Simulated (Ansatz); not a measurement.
```yaml
crystal:
  periodic: [false, false, false]
  atoms:
    - {symbol: B, position_ang: [-1.529210, 0.999418, 0.366575]}
    - {symbol: Si, position_ang: [0.402691, 0.797167, -0.126822]}
    - {symbol: B, position_ang: [0.735799, -1.139717, 0.357725]}
    - {symbol: O, position_ang: [0.897613, -2.113653, -0.639509]}
    - {symbol: H, position_ang: [-2.396912, 0.855230, -0.517242]}
    - {symbol: H, position_ang: [-1.901270, 1.261836, 1.476383]}
    - {symbol: H, position_ang: [0.710842, 1.024731, -1.478449]}
    - {symbol: H, position_ang: [1.315063, 1.607695, 0.750415]}
    - {symbol: H, position_ang: [0.826228, -1.579360, 1.529528]}
    - {symbol: H, position_ang: [0.910773, -1.777869, -1.540358]}
basis:
  gaussian: {orbitals: cc-pVTZ, final_grid: {core_spheres: 20, valence_spheres: 16, degree: 47}}
total_charge: 1
magnetization: {spin_polarized: true, initial_magnetization: 1}
hamiltonian: {xc: {name: HF}}
correlation: {method: mp2, frozen_orbitals: {B: 9}}
output: {forces: true}
```

```sh
$ ansatz run in.yaml --threads 2 --pin off --events-out ev --progress --plain --max-ram 4352MiB
```

Output, abridged:

```
Functional definition: HF
Error: "frozen_orbitals" has no count for Si
```

In this input frozen orbitals are typed for one element alone, and the program wants a count for each. The input was rejected before any iteration.
